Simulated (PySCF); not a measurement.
## Dipole moment and polarisability of `C=CC(=C)S(=O)(=O)O`

C4H6O3S.
SMILES with atom numbers: `[CH2:1]=[CH:2][C:3](=[CH2:4])[S:5](=[O:6])(=[O:7])[OH:8]` (hydrogens: H9, H10 on C1; H11 on C2; H12, H13 on C4; H14 on O8)

Structure used (PBE0-D3(BJ)/def2-SVP), in Å, numbered top down from 1:
```
atom  x, y, z in Å
C1    -1.4398    0.1536   -1.5513
C2    -0.9763   -0.6785   -0.6115
C3     0.0392   -0.3957    0.3990
C4     0.4369   -1.2559    1.3465
S5     0.8233    1.2099    0.4329
O6     1.8580    1.2087    1.4505
O7    -0.1883    2.2377    0.3724
O8     1.5651    1.2456   -1.0101
H9    -1.0933    1.1847   -1.6425
H10   -2.2026   -0.1875   -2.2545
H11   -1.3742   -1.6978   -0.5545
H12    1.2028   -0.9767    2.0725
H13   -0.0123   -2.2508    1.4077
H14    2.4498    0.8656   -0.8969
```

Level: wB97X-D/def2-SVPD (PySCF), static field, nuclei fixed, core orbitals frozen in the response. The polarisability tensor in these axes (au):

```
x    75.97  -0.96  17.25
y    -0.96  81.32 -13.63
z    17.25 -13.63  85.40
```

Task: Diagonalise the tensor; give its mean and Δα, where Δα² is half the sum of the squared differences of the eigenvalues.

Result: Principal values 59.71, 78.45 and 104.53 au; mean 80.90 au = 11.99 Å³ = 13.34 × 10⁻⁴⁰ C²·m²/J; Δα = 38.98 au (48 % of the mean).

Task: What is the dipole moment, and where does it point?

Result: (0.23, -4.19, -1.40) D, 4.43 D in size, pointing from the negative to the positive side. Measured along this direction, the outermost atoms are O7 at the negative end and H11 and H13 at the positive end.

Task: Directions of the eigenvectors, and the extent of the frame along each?

Result: Largest value along (0.47, -0.46, 0.75), where the nuclei span 5.22 Å; middle along (0.58, 0.80, 0.13), 4.47 Å; least along (0.66, -0.38, -0.65), 3.09 Å. The response follows the extents in order.

Task: What depolarisation ratio follows for Rayleigh scattering of linearly polarised light, taking the static tensor?

Result: ρ = 3Δα²/(45ᾱ² + 4Δα²) = 4559.0/(294484 + 6078.6) = 0.0152.

Task: In TDDFT the mean static polarisability is Σ f/ω² over all singlet excitations (ω in hartree). How much of it do the 10 lowest give? Their energies (eV) and oscillator strengths: 5.71, 0.4472; 6.45, 0.0071; 6.92, 0.0037; 7.13, 0.0918; 7.27, 0.0034; 7.30, 0.0116; 7.45, 0.0380; 7.59, 0.0087; 7.93, 0.0083; 8.20, 0.0349.

Result: They add up to 12.99 au, 16.1 % of the 80.90 au; the largest single term is 10.16 au, from the state at 5.71 eV. Terms in order: 10.16, 0.13, 0.06, 1.34, 0.05, 0.16, 0.51, 0.11, 0.10, 0.38 au. Higher excitations give the rest. The strengths listed sum to 0.655.

Geometry: PBE0-D3(BJ)/def2-SVP, one conformer, isolated molecule.
